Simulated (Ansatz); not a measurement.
Single points on the cluster TiAl6⁺.

```yaml
crystal:
  periodic: [false, false, false]
  atoms:
    - {symbol: Ti, position_ang: [0.247207, 1.643479, -0.432443]}
    - {symbol: Al, position_ang: [-0.915135, -0.099477, 1.041026]}
    - {symbol: Al, position_ang: [0.140652, -2.457382, 0.078172]}
    - {symbol: Al, position_ang: [-2.200899, 0.925495, -1.078528]}
    - {symbol: Al, position_ang: [1.251003, 1.188822, 1.959306]}
    - {symbol: Al, position_ang: [1.839414, -0.511327, 0.177663]}
    - {symbol: Al, position_ang: [-0.362232, -0.689600, -1.745208]}
basis:
  gaussian: {orbitals: def2-TZVP, initial_orbitals: start.molden}
total_charge: 1
magnetization: {spin_polarized: true, initial_magnetization: 1}
hamiltonian: {xc: {name: B97M-V}}
scf: {omitted_lower_state_checks: [starts]}
output: {orbitals: {seedname: orbitals}}
```

The file start.molden holds the orbitals of an earlier run on this structure, at another level or in another basis.

```sh
$ ansatz run in.yaml --threads 4 --pin off --events-out ev --progress --plain --max-ram 4787MiB
```

Shortened log:

```
Functional definition: B97M-V
1967 factors; their error is unknown
mean field evaluation 1: about -62674.4688 eV, gradient 1.7e1 eV
mean field evaluation 2: about -62674.8099 eV, gradient 5.4e-1 eV
mean field evaluation 4: about -62674.8211 eV, gradient 1.6e-1 eV
mean field evaluation 8: about -62674.8228 eV, gradient 7.6e-4 eV
mean field evaluation 16: about -62674.8228 eV, gradient 7.1e-6 eV
mean field -62674.82276082 eV, -2303.2572539393 hartree, gradient 3.4e-6 eV, S^2 1.495972; 0 other end points of the search recorded, 0 dependent functions left out
reference -62674.82282133 eV, -2303.2572561630 hartree; 50, 49 occupied and 217, 218 virtual orbitals, 1967 factors
Total energy: -62674.82282133 eV, -2303.2572561630 hartree
Checks for a lower state left out: starts
```

Hardware: 4 threads of Arm Neoverse V2 on a shared host. Wall time 55 s, peak host memory 1.1 GiB.

As the first input, with `hamiltonian: {xc: pbe, dispersion: d4}`, `output: {forces: true, orbitals: {seedname: orbitals}}` (abridged; 23 s):

```
Functional definition: PBE
mean field evaluation 16: about -62663.0868 eV, gradient 4.9e-5 eV
mean field -62663.08684122 eV, -2302.8259668489 hartree, gradient 2.7e-6 eV, S^2 1.170642
Total energy: -62663.45535128 eV, -2302.8395093438 hartree
Atom 0 force    -0.133487     0.138947     0.124390 eV/Å
Atom 1 force    -0.115036    -0.130441     0.117272 eV/Å
Atom 2 force    -0.019402    -0.091893     0.109435 eV/Å
Atom 3 force     0.022112     0.069522    -0.151436 eV/Å
Atom 4 force     0.118568     0.048530    -0.079327 eV/Å
Atom 5 force     0.208339    -0.050190     0.048595 eV/Å
Atom 6 force    -0.081093     0.015526    -0.168929 eV/Å
Dipole moment:     0.028010     0.132955    -0.019144 e Å
Checks for a lower state left out: starts
```

The first input with `gaussian: {orbitals: def2-SVP, initial_orbitals: start.molden}`, `correlation: {method: ccsd_t}`, `scf: {omitted_lower_state_checks: [starts, cluster_reference]}` and without the key `hamiltonian` (abridged; 41 s):

```
Functional definition: HF
mean field evaluation 16: about -62559.5446 eV, gradient 2.5e-6 eV
mean field -62559.54460296 eV, -2299.0208597766 hartree, gradient 6.6e-6 eV, S^2 4.191581
35 core orbitals not correlated: weight in the atoms' cores, before any rotation towards them, 1.000 or more for the frozen orbitals, at most 0.000 for the correlated occupied ones
second order -14.63518523 eV of doubles, -0.00000000 eV of singles
cycle   1  -14.95062861 eV  change   -3.2e-1 eV  update   2.6e-1
cycle   2  -15.89236815 eV  change   -9.4e-1 eV  update   1.1e-1
cycle   3  -16.38080360 eV  change   -4.9e-1 eV  update   1.1e-1
cycle   4  -16.61743590 eV  change   -2.4e-1 eV  update   6.7e-2
cycle   5  -16.76052816 eV  change   -1.4e-1 eV  update   4.9e-2
cycle   6  -16.86595102 eV  change   -1.1e-1 eV  update   3.1e-2
cycle   7  -16.93004022 eV  change   -6.4e-2 eV  update   2.1e-2
cycle   8  -16.96991829 eV  change   -4.0e-2 eV  update   1.5e-2
cycle   9  -16.99430361 eV  change   -2.4e-2 eV  update   1.0e-2
[...]
cycle  15  -17.01651164 eV  change    2.9e-5 eV  update   1.7e-3
cycle  16  -17.01773650 eV  change   -1.2e-3 eV  update   1.3e-3
cycle  17  -17.01899877 eV  change   -1.3e-3 eV  update   9.8e-4
cycle  18  -17.01947429 eV  change   -4.8e-4 eV  update   7.9e-4
cycle  19  -17.02035805 eV  change   -8.8e-4 eV  update   6.3e-4
cycle  20  -17.02048205 eV  change   -1.2e-4 eV  update   4.9e-4
cycle  21  -17.02034519 eV  change    1.4e-4 eV  update   3.5e-4
cycle  22  -17.02047762 eV  change   -1.3e-4 eV  update   2.6e-4
cycle  23  -17.02050099 eV  change   -2.3e-5 eV  update   1.9e-4
cycle  24  -17.02071531 eV  change   -2.1e-4 eV  update   1.3e-4
cycle  25  -17.02080686 eV  change   -9.2e-5 eV  update   9.6e-5
cycle  26  -17.02086067 eV  change   -5.4e-5 eV  update   7.1e-5
cycle  27  -17.02085637 eV  change    4.3e-6 eV  update   5.3e-5
cycle  28  -17.02084080 eV  change    1.6e-5 eV  update   4.0e-5
cycle  29  -17.02082700 eV  change    1.4e-5 eV  update   2.7e-5
perturbative correction -1.83526317 eV, -0.0674446775 hartree
Total energy: -62578.40069313 eV, -2299.7138083091 hartree
Checks for a lower state left out: starts, cluster_reference
```

Geometry: r2SCAN-D4/def2-SVP.

Correlated methods freeze 35 core orbitals; core or outer-core shells of Ti are correlated, in sets that lack core-valence functions. At B97M-V/def2-TZVP, PBE-D4/def2-TZVP, CCSD(T)/def2-SVP the charge 1 doublet is spin-contaminated (final ⟨S²⟩ up to 4.19, 0.75 for a pure state). At CCSD(T)/def2-SVP T1 of the charge 1 doublet is large (up to 0.116), so the single-reference result is doubtful. Another isomer (doublet) lies 1.21 eV lower at PBE0-D4/def2-TZVP; other spin states weren't run for this one.
